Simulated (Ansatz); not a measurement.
A nudged elastic band was laid between two geometries of CH$_{6}$OSn (9 atoms, charge 0, multiplicity 1).

All numbers below come from Ansatz, RKS PBE-D4/def2-SVP.

| Item | Value |
| --- | --- |
| movable images | 5 |
| climbing image | yes |
| spring | 5.0 eV/Å² |
| optimiser | quadratic models (default) |
| start path | through a guess of the saddle point |
| force threshold | 0.03 eV/Å |
| iteration limit | 60 |
| end points | relaxed |

Initial state:

```xyz
9
Properties=species:S:1:pos:R:3
Sn 0.168 -0.067 0.034
H 0.304 -0.068 1.769
H 1.698 0.151 -0.735
O -0.824 1.595 -0.549
H -1.655 1.681 -0.044
C -0.871 -1.833 -0.676
H -1.847 -1.936 -0.164
H -1.035 -1.748 -1.767
H -0.258 -2.732 -0.468
```

Final state:

```xyz
9
Properties=species:S:1:pos:R:3
Sn 0.233 0.265 -1.374
H 1.216 -0.660 1.370
H 1.687 -0.062 1.248
O -1.209 1.576 -0.788
H -1.965 1.098 -0.390
C -0.909 -1.557 -0.738
H -1.454 -1.382 0.215
H -1.662 -1.791 -1.522
H -0.257 -2.446 -0.618
```

**Question.** What changes between the two ends?

**Answer.** Bonds broken: Sn1–H2, Sn1–H3. Bonds formed: H2–H3. CH6OSn becomes CH4OSn + H2.

**Question.** What energy profile does the band end with?

**Answer.** It converged. The highest image is number 3 of 0 to 6, 197.8 kJ/mol above the first end and 183.1 kJ/mol above the last; the last end lies 14.6 kJ/mol above the first. Beside the main top the profile has a ripple of under 15 meV (maxima at images 1, 3), which may be a very shallow well or noise. Neighbouring images differ by up to 2.0 eV, so the band resolves the path poorly. A vibrational analysis at the climbing image gives one clearly imaginary mode, 1129i cm⁻¹: a first-order saddle point. The orbitals stay closed-shell, which can raise the energy where a bond breaks towards radicals; this wasn't checked here.

```json
{"image": "0", "path coordinate (Å)": "0.00", "energy (kJ/mol)": "0.0", "Sn1–H2 (Å)": "1.74", "Sn1–H3 (Å)": "1.73", "H2–H3 (Å)": "2.87"}
{"image": "1", "path coordinate (Å)": "1.58", "energy (kJ/mol)": "1.0", "Sn1–H2 (Å)": "1.74", "Sn1–H3 (Å)": "1.73", "H2–H3 (Å)": "2.87"}
{"image": "2", "path coordinate (Å)": "3.16", "energy (kJ/mol)": "0.1", "Sn1–H2 (Å)": "1.74", "Sn1–H3 (Å)": "1.73", "H2–H3 (Å)": "2.89"}
{"image": "3", "path coordinate (Å)": "4.74", "energy (kJ/mol)": "197.8", "Sn1–H2 (Å)": "1.98", "Sn1–H3 (Å)": "1.75", "H2–H3 (Å)": "1.48"}
{"image": "4", "path coordinate (Å)": "6.19", "energy (kJ/mol)": "15.5", "Sn1–H2 (Å)": "2.99", "Sn1–H3 (Å)": "2.86", "H2–H3 (Å)": "0.77"}
{"image": "5", "path coordinate (Å)": "7.64", "energy (kJ/mol)": "15.7", "Sn1–H2 (Å)": "3.26", "Sn1–H3 (Å)": "3.07", "H2–H3 (Å)": "0.77"}
{"image": "6", "path coordinate (Å)": "9.09", "energy (kJ/mol)": "14.6", "Sn1–H2 (Å)": "3.06", "Sn1–H3 (Å)": "3.02", "H2–H3 (Å)": "0.77"}
```

**Question.** What is the geometry of the highest image?

**Answer.** 
```xyz
9
Properties=species:S:1:pos:R:3
Sn 0.413 -0.085 -0.552
H 0.039 -0.007 1.391
H 1.407 0.166 0.861
O -0.602 1.595 -1.077
H -1.425 1.632 -0.551
C -0.887 -1.853 -0.654
H -0.539 -2.580 0.103
H -1.929 -1.550 -0.449
H -0.796 -2.276 -1.670
```

The run took 98 s on 2 threads of Arm Neoverse V2 (shared host), peak memory 0.12 GiB.
